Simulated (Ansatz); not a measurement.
Steps of a relaxation of C$_{2}$H$_{6}$AlNO with RKS PBE-D4/def2-SVP.

```sh
$ ansatz run in.yaml --threads 4 --pin off --events-out ev --progress --plain --max-ram 10444MiB
```

```yaml
crystal:
  periodic: [false, false, false]
  atoms:
    - {symbol: N, position_ang: [-0.297300, 1.308600, 0.653500]}
    - {symbol: C, position_ang: [0.191700, 0.347900, -0.275700]}
    - {symbol: Al, position_ang: [1.232400, -1.010100, 0.722100]}
    - {symbol: C, position_ang: [-0.820200, -0.296200, -1.081000]}
    - {symbol: O, position_ang: [-1.812400, -0.897700, -0.543000]}
    - {symbol: H, position_ang: [-1.052400, 0.922000, 1.269700]}
    - {symbol: H, position_ang: [-0.817200, 2.085000, 0.084800]}
    - {symbol: H, position_ang: [0.942900, 0.863000, -0.979300]}
    - {symbol: H, position_ang: [0.559200, -1.897400, 1.887200]}
    - {symbol: H, position_ang: [2.813900, -1.219900, 0.422400]}
    - {symbol: H, position_ang: [-0.875300, -0.262400, -2.140100]}
basis:
  gaussian: {orbitals: def2-SVP}
hamiltonian: {xc: pbe, dispersion: d4}
relax: {f_tol: 0.03, max_steps: 200}
```

Positions (Å) and forces (eV/Å) along the path, 11 of 14 steps:

```xyz
11
step=1 energy=-12287.3265 eV
N    -0.297    1.309    0.653   -1.853    2.387    0.684
C     0.192    0.348   -0.276    1.891    0.367   -1.735
Al    1.232   -1.010    0.722    0.543   -0.481    0.475
C    -0.820   -0.296   -1.081   -4.000   -2.352    2.531
O    -1.812   -0.898   -0.543    2.130    1.308   -0.870
H    -1.052    0.922    1.270    0.524    0.005   -0.524
H    -0.817    2.085    0.085    0.954   -1.275    1.224
H     0.943    0.863   -0.979   -0.507   -0.440    0.676
H     0.559   -1.897    1.887   -0.024    0.213   -0.113
H     2.814   -1.220    0.422   -0.264    0.100   -0.031
H    -0.875   -0.262   -2.140    0.606    0.169   -2.316
11
step=4 energy=-12288.1186 eV
N    -0.238    1.148    0.776    0.276   -0.677   -0.246
C     0.150    0.336   -0.412   -0.504   -0.418   -0.219
Al    1.261   -0.916    0.735   -0.254    0.506    0.055
C    -0.935   -0.364   -1.167   -0.638    0.528    0.054
O    -2.016   -0.648   -0.642    0.590    0.049   -0.372
H    -1.070    0.704    1.199    0.000   -0.026   -0.119
H    -0.531    2.104    0.515    0.205   -0.113    0.009
H     0.861    0.854   -1.077    0.108    0.217   -0.044
H     0.510   -1.632    1.945   -0.033   -0.024   -0.046
H     2.818   -1.055    0.441    0.128    0.045    0.039
H    -0.745   -0.588   -2.294    0.123   -0.088    0.890
11
step=5 energy=-12288.3377 eV
N    -0.200    1.042    0.786    0.071    0.251   -0.241
C     0.130    0.311   -0.466   -0.253   -0.202   -0.437
Al    1.254   -0.838    0.767   -0.367    0.453    0.048
C    -0.986   -0.337   -1.194    0.494    0.103    0.032
O    -2.056   -0.601   -0.667   -0.473    0.012    0.100
H    -1.096    0.644    1.139    0.200    0.090   -0.142
H    -0.370    2.072    0.623    0.296   -0.975    0.213
H     0.826    0.852   -1.137    0.021    0.127    0.126
H     0.497   -1.604    1.942   -0.034   -0.048   -0.086
H     2.826   -0.961    0.502    0.032    0.176    0.075
H    -0.760   -0.638   -2.274    0.013    0.012    0.312
11
step=6 energy=-12288.5635 eV
N    -0.137    0.941    0.785   -0.058    0.689   -0.289
C     0.119    0.290   -0.532   -0.193   -0.124   -0.453
Al    1.222   -0.744    0.806   -0.246    0.192    0.143
C    -1.028   -0.331   -1.214    0.170   -0.043    0.420
O    -2.114   -0.539   -0.675    0.114    0.144   -0.110
H    -1.069    0.584    1.096    0.247    0.127   -0.068
H    -0.214    1.998    0.715    0.212   -1.174    0.209
H     0.806    0.856   -1.193   -0.023   -0.007    0.134
H     0.457   -1.605    1.915   -0.003   -0.074   -0.144
H     2.810   -0.815    0.579   -0.080    0.262    0.106
H    -0.785   -0.692   -2.261   -0.140    0.010    0.051
11
step=7 energy=-12288.7114 eV
N    -0.083    0.880    0.768   -0.411    0.632   -0.215
C     0.117    0.265   -0.582    0.100   -0.063   -0.255
Al    1.182   -0.684    0.847    0.231   -0.335    0.161
C    -1.053   -0.341   -1.211    0.848    0.335   -0.220
O    -2.132   -0.481   -0.664   -0.786   -0.128    0.461
H    -1.032    0.564    1.071    0.147    0.081   -0.047
H    -0.102    1.925    0.756    0.163   -0.585    0.121
H     0.806    0.835   -1.235   -0.041   -0.089    0.074
H     0.423   -1.666    1.862    0.039   -0.010   -0.171
H     2.783   -0.642    0.667   -0.178    0.237    0.133
H    -0.842   -0.713   -2.257   -0.113   -0.076   -0.042
11
step=8 energy=-12288.7984 eV
N    -0.069    0.867    0.743   -0.153   -0.141   -0.122
C     0.126    0.244   -0.608   -0.055    0.196    0.075
Al    1.180   -0.720    0.840    0.164    0.037    0.142
C    -1.078   -0.316   -1.208    0.195   -0.381    0.096
O    -2.149   -0.453   -0.615    0.120    0.173   -0.069
H    -1.027    0.585    1.038    0.007    0.018   -0.053
H    -0.029    1.894    0.764    0.166    0.012    0.016
H     0.823    0.805   -1.255   -0.012   -0.042   -0.042
H     0.404   -1.747    1.791    0.076   -0.033   -0.155
H     2.778   -0.478    0.777   -0.280    0.052    0.066
H    -0.893   -0.737   -2.246   -0.228    0.108    0.046
11
step=9 energy=-12288.8389 eV
N    -0.060    0.862    0.723   -0.162   -0.202   -0.029
C     0.137    0.217   -0.621    0.032   -0.048    0.252
Al    1.179   -0.712    0.872    0.178    0.017    0.056
C    -1.079   -0.361   -1.175   -0.441    0.530   -0.238
O    -2.165   -0.390   -0.576    0.632   -0.183   -0.132
H    -1.038    0.624    0.995    0.003    0.076   -0.095
H     0.049    1.886    0.761    0.102   -0.118   -0.050
H     0.833    0.754   -1.286   -0.051   -0.027   -0.077
H     0.420   -1.877    1.678    0.125    0.130   -0.104
H     2.755   -0.326    0.896   -0.338   -0.060    0.048
H    -0.967   -0.735   -2.245   -0.081   -0.115    0.369
11
step=10 energy=-12288.8702 eV
N    -0.041    0.844    0.708   -0.366    0.227   -0.008
C     0.142    0.215   -0.644    0.108    0.152    0.103
Al    1.161   -0.703    0.874    0.310   -0.282    0.137
C    -1.095   -0.331   -1.175   -0.198   -0.261   -0.051
O    -2.147   -0.391   -0.524    0.347    0.083   -0.145
H    -1.039    0.649    0.951    0.013    0.045   -0.067
H     0.123    1.862    0.764    0.055   -0.202   -0.030
H     0.834    0.749   -1.317   -0.041    0.011   -0.050
H     0.436   -1.944    1.602    0.115    0.196   -0.101
H     2.707   -0.240    1.004   -0.274   -0.103   -0.038
H    -1.015   -0.767   -2.222   -0.070    0.134    0.251
11
step=11 energy=-12288.8775 eV
N    -0.073    0.835    0.711    0.041    0.120    0.035
C     0.148    0.224   -0.629    0.072   -0.066   -0.064
Al    1.158   -0.722    0.870    0.171   -0.006   -0.005
C    -1.082   -0.346   -1.159   -0.145   -0.012    0.161
O    -2.133   -0.385   -0.505    0.253    0.006   -0.128
H    -1.090    0.716    0.887   -0.198   -0.066    0.133
H     0.174    1.828    0.732    0.025    0.175    0.187
H     0.811    0.815   -1.278    0.019   -0.100   -0.238
H     0.467   -1.971    1.569   -0.023   -0.006    0.002
H     2.692   -0.252    1.006   -0.173   -0.031    0.003
H    -1.007   -0.799   -2.184   -0.042   -0.014   -0.086
11
step=13 energy=-12288.8961 eV
N    -0.063    0.852    0.705   -0.032   -0.049    0.011
C     0.158    0.233   -0.642   -0.048   -0.028    0.019
Al    1.158   -0.718    0.866   -0.015    0.006   -0.027
C    -1.075   -0.352   -1.154    0.025    0.035   -0.016
O    -2.118   -0.396   -0.495    0.045   -0.020    0.025
H    -1.078    0.697    0.900   -0.009    0.022    0.008
H     0.171    1.848    0.780    0.010    0.021   -0.008
H     0.805    0.796   -1.333    0.024   -0.002   -0.033
H     0.445   -1.963    1.554   -0.004    0.005   -0.005
H     2.676   -0.252    1.025    0.001    0.001    0.008
H    -1.013   -0.802   -2.186    0.003    0.009    0.019
11
step=14 energy=-12288.8970 eV
N    -0.064    0.853    0.704   -0.012    0.008    0.006
C     0.159    0.236   -0.643   -0.024    0.001   -0.008
Al    1.156   -0.718    0.864   -0.019   -0.006   -0.009
C    -1.072   -0.354   -1.151    0.028    0.001    0.001
O    -2.108   -0.408   -0.482   -0.006   -0.009    0.014
H    -1.081    0.706    0.896    0.011    0.002    0.001
H     0.177    1.848    0.780    0.006   -0.004   -0.007
H     0.805    0.797   -1.338    0.007    0.003   -0.004
H     0.438   -1.965    1.541   -0.002   -0.001   -0.001
H     2.671   -0.250    1.033    0.009    0.002    0.006
H    -1.015   -0.801   -2.183    0.003    0.004    0.000
```

Run time 15 s (4 threads of an Arm Neoverse V2 on a shared host); peak host memory 0.16 GiB.
